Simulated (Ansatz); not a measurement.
**Match the barriers**

Saddle point of GaSiH4ClO, singlet (GaSiH₂ClO ([Cl][Ga]1[O][SiH2]1) + H₂ → SiH₄O ([OH][SiH3]) + GaCl; bonds formed: Si2–H8, O3–H4; bonds broken: Ga1–Si2, Ga1–O3, H4–H8), PBE0-D4/def2-TZVP structure:

Ga1  (-1.184, 0.656, -1.307)
Si2  (0.840, -0.051, -0.019)
O3  (-0.718, -0.185, 0.526)
H4  (0.125, -0.649, 1.448)
Cl5  (-3.317, 0.920, -1.543)
H6  (1.494, -1.105, -0.818)
H7  (1.646, 1.168, 0.180)
H8  (1.115, -0.754, 1.533)
(Å)

Computed with Ansatz 0.2.0 (basis: def2-TZVPP, with def2-QZVPP for the basis limit); correlated methods freeze the cores. Filled d shells of the heavier atoms are correlated. The def2 sets are not built for correlating such inner shells, so the correlated values are less sure here. Extrapolation: Hartree–Fock as exp(−7.88 √X), correlation as X^−2.97. Four methods, as single points on the PBE0-D4 structures, gave these electronic barriers from the start structure: 25.4, 68.3, 86.6, 129.7 kJ/mol.

(1) The methods were, in alphabetical order, HF, MP2, r2SCAN-D4, SPW92. Which gave which? (A judgement: the text doesn't fix the answer.)

No T1 diagnostic of these runs exceeds 0.016.

Answers

(1) Computed: SPW92 25.4; r2SCAN-D4 68.3; MP2 86.6; HF 129.7 kJ/mol. For comparison, CCSD(T) at an estimated basis limit (MP2 extrapolated from triple and quadruple zeta, plus CCSD(T) − MP2 in triple zeta) gives 85.7 kJ/mol.

Labels in which every atom is bracketed show which atoms are joined, not bond orders.

For scale, one of the runs: CCSD(T)/def2-TZVPP, 219 basis functions, launched by `ansatz run in.yaml --threads 4 --pin off --events-out ev --progress --plain --max-ram 9574MiB`. Time: 23 s of wall clock on 4 CPU threads of an Intel Xeon 6975P-C; the host was shared. Peak host memory: 3.4 GiB.
